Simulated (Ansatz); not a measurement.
C₅H₉B (`C#CCBCC`), charge 0, multiplicity 1.

Problem. Give a relaxed structure at PBE0-D4/def2-TZVP (Ansatz 0.2.0). (Best estimate.)

Solution. Ansatz gave: 
```xyz
15

C    -0.110   -1.069    2.486
C     0.603   -0.452    1.738
C     1.315    0.370    0.776
B     0.039    1.121    0.221
C    -0.793    0.615   -0.994
C    -0.405   -0.705   -1.646
H    -0.704   -1.633    3.165
H     2.036    1.013    1.283
H     1.831   -0.261    0.048
H    -0.315    2.108    0.803
H    -0.741    1.437   -1.728
H    -1.852    0.614   -0.706
H     0.617   -0.677   -2.033
H    -0.460   -1.528   -0.929
H    -1.061   -0.953   -2.484
```
This is one stationary point; other conformers may exist.
